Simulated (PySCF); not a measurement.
Ligands exchanged one at a time, Ge OCH3-I. All species are isolated molecules in the gas phase. One relaxed conformer stands for each flexible species; it need not be the lowest. Strings in code marks are SMILES.

The numbers are results of PySCF with PBE-D3(BJ)/def2-TZVP // PBE0-D3(BJ)/def2-SVP, not measurements. Excitations are Tamm–Dancoff values on a coarser integration grid. The basis has no diffuse functions, so Rydberg states are missing or too high.

```json
[
 {"species": "0 of 4 OCH3 replaced by I", "S1 oscillator strength": "0.011", "S1–T1 gap (TDA) (eV)": "0.31", "T1 excitation (TDA) (eV)": "5.47", "HOMO (eV)": "-6.45"},
 {"species": "1 of 4 OCH3 replaced by I (`[O](C)[Ge]([I])([O]C)[O]C`)", "S1 oscillator strength": "0.003", "S1–T1 gap (TDA) (eV)": "0.34", "T1 excitation (TDA) (eV)": "4.47", "HOMO (eV)": "-6.61"},
 {"species": "2 of 4 OCH3 replaced by I (`C[O][Ge]([O]C)([I])[I]` (C–O–Ge–I torsion -63°, I–Ge–O–C torsion -178°))", "S1 oscillator strength": "0.004", "S1–T1 gap (TDA) (eV)": "0.35", "T1 excitation (TDA) (eV)": "3.50", "HOMO (eV)": "-6.56"},
 {"species": "3 of 4 OCH3 replaced by I", "S1 oscillator strength": "0.000", "S1–T1 gap (TDA) (eV)": "0.28", "T1 excitation (TDA) (eV)": "2.85", "HOMO (eV)": "-6.56"},
 {"species": "4 of 4 OCH3 replaced by I (`[I][Ge]([I])([I])[I]`)", "S1 oscillator strength": "0.000", "S1–T1 gap (TDA) (eV)": "–", "T1 excitation (TDA) (eV)": "–", "HOMO (eV)": "-6.65"}
]
```
